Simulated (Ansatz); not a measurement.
Reaction (formal exchange of groups at a B–N bond): `B[NH][AlH2]` + `FC[SiH2][SiH3]` → `BC(F)[SiH2][SiH3]` + `[NH2][AlH2]`

Gas-phase electronic energies from Ansatz, PBE0-D4/def2-TZVP geometries. CBS: MP2 limit from def2 TZ/QZ plus the TZ coupled-cluster correction, frozen cores. This one scheme is used for every species. Each species was taken in one conformer, which may not be the lowest.

```json
{"species": "`B[NH][AlH2]`", "CCSD(T)/def2-TZVPP energy (Eh)": "-324.50485"}
{"species": "`FC[SiH2][SiH3]`", "CCSD(T)/def2-TZVPP energy (Eh)": "-720.06448"}
{"species": "`BC(F)[SiH2][SiH3]`", "CCSD(T)/def2-TZVPP energy (Eh)": "-745.43077"}
{"species": "`[NH2][AlH2]`", "CCSD(T)/def2-TZVPP energy (Eh)": "-299.09544"}
```

(1) Work out ΔE.

Largest T1 diagnostic among the species: 0.014.

## Answers

(1) ΔE = (-745.43077) + (-299.09544) − (-324.50485) − (-720.06448) = 0.04312 Eh = +27.1 kcal/mol. CCSD(T)/CBS gives +26.3 kcal/mol.

From PBE to PBE0 (25 % exact exchange), in def2-TZVPP and without D4, ΔE moves by +1.4 kcal/mol. In def2-TZVPP, CCSD(T) changes the Hartree–Fock value by −4.6 kcal/mol (the triples alone add −0.7 kcal/mol) and MP2 by −4.4 kcal/mol.
